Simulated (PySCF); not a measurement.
Geometries of 2 isomers of C2H5NOSi, from PySCF, PBE0-D3(BJ)/def2-SVP geometry optimisation, gas phase. One conformer each, no zero-point energy, no frequencies.

Task: Which isomer lies lower at this level?
A.
```xyz
10
angstrom
Si     1.161   -0.087    0.294
O     -0.178    0.751    0.857
C     -1.432    0.261    1.117
C     -2.110   -0.666    0.250
N     -1.626   -1.206    1.283
H      2.191    0.959    0.063
H      1.652   -1.087    1.285
H      0.847   -0.788   -0.990
H     -1.974    0.924    1.802
H     -2.639   -0.975   -0.657
```
B.
```xyz
10
angstrom
N      2.480   -0.047    0.043
C      1.368    0.146   -0.543
Si    -0.237    0.791    0.246
C     -1.584   -0.593    0.130
O     -2.065   -1.115    1.103
H      2.422    0.205    1.038
H      1.339   -0.101   -1.623
H     -0.737    1.972   -0.524
H      0.022    1.131    1.675
H     -1.904   -0.917   -0.902
```

Result: A. That is `O([C@H]1C=N1)[SiH3]`, 2.7 kcal/mol below the other.

```
           SMILES                atoms numbered as above      E (Eh)  relative (kcal/mol)  relative (kJ/mol)  dipole (D)
[SiH3]O[C@H]1C=N1     [SiH3:1][O:2][C@H:3]1[CH:4]=[N:5]1  -498.02561                  0.0                0.0        1.79
[H]/N=C\[SiH2]C=O  [H]/[N:1]=[CH:2]\[SiH2:3][CH:4]=[O:5]  -498.02135                  2.7               11.2        1.84
```

As drawn, the lower has a three-membered ring and an Si–O bond, which the higher lacks; the higher has a C=O bond, an N–H bond and an Si–C bond, which the lower lacks.
